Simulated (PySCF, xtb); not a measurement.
diphosphane (H₄P₂), SMILES PP.

GFN2-xTB in xtb at its own geometry gives an orbital gap of 4.75 eV and a dipole moment of 0.01 D.

The structure is a stationary point at B3LYP-D3(BJ)/def2-TZVP.

What does PySCF with PBE/def2-TZVPD give? (An estimate is asked for; the answer gives what the named calculation found.)

gap 4.60 eV (levels -5.87 and -1.27 eV), dipole 0.00 D.
